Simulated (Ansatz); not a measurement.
Input for Ansatz (development build ahead of 0.2.0):

```yaml
crystal:
  periodic: [false, false, false]
  atoms:
    - { symbol: Be, position_ang: [0.0, 0.0, -1.02894] }
    - { symbol: B, position_ang: [0.0, 0.0, 1.02894] }
basis:
  gaussian: { orbitals: def2-SVP }
magnetization:
  initial_magnetization: 1
hamiltonian:
  xc: hf
correlation:
  method: mp2
  frozen_orbitals: { B: 1, Be: 0 }
```

The input is written out in the form of the current development build from the run's settings. Correlation on restricted open-shell orbitals is semicanonical, with singles.

Output:

```
Converged                       : yes
Reference energy                : -39.06612 hartree
Correlation energy              : -0.06155 hartree
Total energy                    : -39.12767 hartree
Spin squared of the determinant : 0.750
Stability test                  : minimum among restricted orbitals
```

Messages of the program:
```
mean field -1063.04337473 eV, -39.0661234645 hartree, gradient 3.7e-6 eV, S^2 0.750000; 8 other ends of a descent, 0 dependent functions left out
with unlike orbitals of the spins -1063.79642558 eV, -39.0937975729 hartree, S^2 1.6576
```

Caution: an unrestricted determinant lies well below; a plain start can end on a higher determinant.
